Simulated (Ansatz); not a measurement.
Basis-set extrapolation for C$_{2}$H$_{5}$FS$_{2}$Si, SMILES `C=C(S)S[SiH2]F` (PBE0-D4/def2-TZVP geometry, frozen core, the Gaussian-basis code of Ansatz). Multiplicity 1, RHF reference.

```json
{"": "HF", "def2-TZVPP": "-1262.252691", "def2-QZVPP": "-1262.292619"}
{"": "MP2 correlation", "def2-TZVPP": "-1.044985", "def2-QZVPP": "-1.131641"}
{"": "CCSD(T) correlation", "def2-TZVPP": "-1.146991", "def2-QZVPP": "not run"}
```

Energies in hartree. Use E(X) = E(∞) + A·exp(−7.88·√X) for Hartree–Fock and E(X) = E(∞) + B·X^(−2.97) for correlation, with X = 3 and 4, and add CCSD(T) minus MP2 of the smaller set to the MP2 limit.

Task: What is the CCSD(T) energy at the basis-set limit?

Result: HF limit: -1262.292619 + (-0.039928) × 0.13774 = -1262.29812. MP2 limit: -1.131641 + (-0.086656) × 0.74074 = -1.19583. Higher-order term: -1.146991 − (-1.044985) = -0.10201. Total: -1263.59596 hartree, 5.34 eV below CCSD(T)/def2-TZVPP.
